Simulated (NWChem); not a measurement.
A series in which one site is exchanged, each optimised at B3LYP/6-31G* with NWChem, gas phase unless a solvent is named. Pople sets run with spherical d functions. Shieldings are non-relativistic GIAO values without spin-orbit effects.

A: PB (BPH4; site = B)
B: [AlH2][PH2] (AlPH4; site = Al)
C: [PH2][GaH2] (GaPH4; site = Ga)

```tsv
quantity	A	B	C
dipole (D), B3LYP/6-31G*	0.86	0.99	0.86
highest harmonic frequency (cm⁻¹), B3LYP/6-31G*	2723	2416	___
vertical ionisation energy, ΔSCF, PBE0/def2-SVP (eV)	9.83	9.35	9.35
static polarisability, PBE0/def2-SVPD (bohr³)	45.0	60.8	___
31P shift against phosphine, B3LYP/6-31G* (ppm)	99.0	1.8	___
```

### Question
Complete the blanks.

### Answer

- highest harmonic frequency (cm⁻¹), B3LYP/6-31G*, C: 2418
- static polarisability, PBE0/def2-SVPD (bohr³), C: 62.1
- 31P shift against phosphine, B3LYP/6-31G* (ppm), C: 29.8
